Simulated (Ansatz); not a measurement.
Calculated with Ansatz (gas phase, PBE0-D4/def2-TZVP geometries, no zero-point term in ΔE). CCSD(T)/CBS is the MP2 limit (def2-TZVPP, def2-QZVPP) plus CCSD(T) − MP2 in def2-TZVPP, frozen cores. This one scheme is used for every species. DFT in def2-TZVPP. For Ge outer-core shells are correlated without core-valence functions, which leaves a few kJ/mol of doubt a bond. Scalar relativity is left out up to krypton. One conformer a species, not always the lowest.

`[F][GeH2][SiH2]Cl` + H₂O → `O[SiH2][GeH2][F]` + HCl  (formal hydrolysis of the Si–Cl bond)

`[F][GeH2][SiH2]Cl`:

Z-matrix (Å, degrees):
```
Ge
Si 1 2.389
F 1 1.748 2 106.4
H 1 1.540 2 113.4 3 115.7
H 1 1.537 2 113.7 3 -116.2
Cl 2 2.055 1 109.2 3 70.3
H 2 1.485 1 109.9 3 -170.9
H 2 1.482 1 110.7 3 -49.5
```

H₂O:

Cartesian coordinates in Å:
```
O 0.270 -0.094 -0.264
H 0.306 -0.238 0.684
H -0.575 0.332 -0.420
```

`O[SiH2][GeH2][F]`:

Cartesian coordinates in Å:
```
O 1.751 0.873 -0.083
Si 0.942 -0.486 -0.534
Ge -1.269 -0.125 0.321
F -0.983 1.466 1.042
H 1.228 1.519 0.402
H 1.565 -1.697 0.060
H 0.936 -0.637 -2.012
H -2.415 0.093 -0.682
H -1.756 -1.007 1.484
```

HCl:

```xyz
2

Cl    0.414    0.000    0.488
H    -0.414    0.000   -0.488
```

Problem. Is it downhill or uphill in electronic energy at CCSD(T)/CBS, and by how much? (Best estimate.)

Solution. Computed: Uphill: ΔE = +0.09 eV.

Problem. What do these levels give: PBE-D4, PBE0-D4, ωB97X-V, PBE, PBE0, HF/def2-TZVPP, SCS-MP2/def2-TZVPP, CCSD/def2-TZVPP, CCSD(T)/def2-TZVPP, HF/def2-QZVPP, HF/CBS(def2), CCSD/CBS(def2)? (An estimate is asked.)

Solution. Computed: PBE-D4 0.10, PBE0-D4 0.12, ωB97X-V 0.05, PBE 0.09, PBE0 0.11, HF/def2-TZVPP 0.04, SCS-MP2/def2-TZVPP 0.04, CCSD/def2-TZVPP 0.04, CCSD(T)/def2-TZVPP 0.04, HF/def2-QZVPP 0.05, HF/CBS(def2) 0.05, CCSD/CBS(def2) 0.08 eV.

Largest T1 diagnostic among the species: 0.012.
